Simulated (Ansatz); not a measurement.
H8O10Si2Ti (`O[Si](O)(O)[O][Ti]([OH])([OH])[O][Si](O)(O)O`), relaxed with RKS PBE0-D4/def2-TZVP in Ansatz from a PBE-D4/def2-SVP geometry. The force threshold is 0.005 eV/Å; the program also tests the step.

Charge 0, multiplicity 1.

Start:

```xyz
21

O     1.103   -0.019   -3.547
Si    0.127   -0.510   -2.287
O     1.214   -1.044   -1.102
O    -0.855   -1.799   -2.629
O    -0.829    0.721   -1.753
Ti   -1.039    1.478   -0.083
O     0.477    2.277    0.404
O    -2.452    2.594   -0.041
O    -1.138    0.150    1.153
Si   -0.018   -0.676    2.069
O    -0.541   -1.044    3.600
O     1.215    0.471    2.269
O     0.485   -2.060    1.328
H     0.680    0.628   -4.139
H     1.978   -0.453   -0.972
H    -0.390   -2.579   -2.978
H     0.957    1.854    1.169
H    -2.519    3.460    0.399
H    -0.956   -1.920    3.677
H     1.748    0.362    3.075
H     0.753   -1.890    0.387
```

Problem. By how much does the energy fall, and how many steps does the optimiser take? (An estimate is asked.)

Solution. Computed: 26.97 kJ/mol, in 18 steps, 1 of them rejected.

Problem. Which bonds change most? (An estimate is asked.)

Solution. The calculation gave: Si10–O12 from 1.696 to 1.648 Å; Si2–O3 from 1.694 to 1.653 Å; O9–Si10 from 1.666 to 1.629 Å.

Problem. Give the relaxed structure. (An estimate is asked.)

Solution. The calculation gave: 
```xyz
21

O     1.068   -0.159   -3.630
Si    0.197   -0.508   -2.294
O     1.269   -1.286   -1.306
O    -1.051   -1.519   -2.545
O    -0.410    0.826   -1.626
Ti   -0.935    1.534   -0.026
O     0.348    2.582    0.635
O    -2.500    2.403   -0.174
O    -0.992    0.176    1.151
Si    0.042   -0.621    2.126
O    -0.626   -1.128    3.519
O     1.153    0.532    2.519
O     0.669   -1.913    1.377
H     0.745    0.549   -4.190
H     2.189   -1.045   -1.437
H    -0.848   -2.397   -2.869
H     0.877    2.247    1.375
H    -2.819    3.215    0.220
H    -1.020   -2.002    3.507
H     1.757    0.323    3.233
H     0.886   -1.809    0.435
```
